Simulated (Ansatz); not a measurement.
C₆H₁₅In, singlet, geometry from GFN2-xTB (such geometries of metal compounds can be far from the true shape) (core potentials on In). Base run: CAM-B3LYP/def2-SVP (Ansatz, an electronic-structure program).

Ansatz was given this input:
Ansatz 0.2 input:
```yaml
crystal:
  periodic: [false, false, false]
  atoms:
    - {symbol: In, position_ang: [0.07649762, -0.22200321, 0.00693532]}
    - {symbol: C, position_ang: [2.02672712, 0.15771225, -1.13545282]}
    - {symbol: C, position_ang: [2.36142183, 1.63252338, -1.31068090]}
    - {symbol: H, position_ang: [1.94066758, -0.33083748, -2.11056739]}
    - {symbol: H, position_ang: [2.82357011, -0.35209405, -0.58529438]}
    - {symbol: H, position_ang: [2.45995188, 2.12575404, -0.34227827]}
    - {symbol: H, position_ang: [1.58050189, 2.14303965, -1.87522276]}
    - {symbol: H, position_ang: [3.30396277, 1.75910326, -1.84981189]}
    - {symbol: C, position_ang: [-0.38833693, -2.35436143, 0.69839517]}
    - {symbol: C, position_ang: [-1.78872250, -2.44716336, 1.28982773]}
    - {symbol: H, position_ang: [0.35867416, -2.65031795, 1.44040329]}
    - {symbol: H, position_ang: [-0.28641149, -3.03119926, -0.15454106]}
    - {symbol: H, position_ang: [-2.54125842, -2.18219544, 0.54491415]}
    - {symbol: H, position_ang: [-1.89692529, -1.76512216, 2.13538012]}
    - {symbol: H, position_ang: [-2.00419206, -3.45898083, 1.64236480]}
    - {symbol: C, position_ang: [-1.45686153, 1.39454694, 0.51776553]}
    - {symbol: C, position_ang: [-1.14581916, 2.75242261, -0.09509029]}
    - {symbol: H, position_ang: [-1.50381275, 1.47106885, 1.60794101]}
    - {symbol: H, position_ang: [-2.43115501, 1.03525521, 0.17402415]}
    - {symbol: H, position_ang: [-1.10938311, 2.68711054, -1.18368891]}
    - {symbol: H, position_ang: [-0.18333376, 3.12590196, 0.25648098]}
    - {symbol: H, position_ang: [-1.90969286, 3.48758859, 0.17147927]}
basis:
  gaussian:
    orbitals: def2-SVP
hamiltonian:
  xc: cam_b3lyp
```

The base run was repeated with changes; each row names its change, and settings that it needs were set with it.

```csv
change,ΔE vs base (µEh)
base,0.0
"final_grid = 14, 28, 59",-0.1
"point_charge = charge:-1.0 position_ang:-2.367, -0.3397, -7.0989",-2531
"final_grid = 10, 20, 41",0.0
"point_charge = charge:0.5 position_ang:-7.1686, 1.8462, 1.7108",-652
"final_grid = 6, 12, 29",6.9
"final_grid = 4, 8, 17",___
lower_state_search = light,0.0
"point_charge = charge:1.0 position_ang:-2.1811, 7.314, -1.1001",-3248
lower_state_search = full,0.0
forces = on,-20.7
```

Question: Some entries are withheld; supply them.

Answer: 
- final_grid = 4, 8, 17, ΔE vs base (µEh): 747
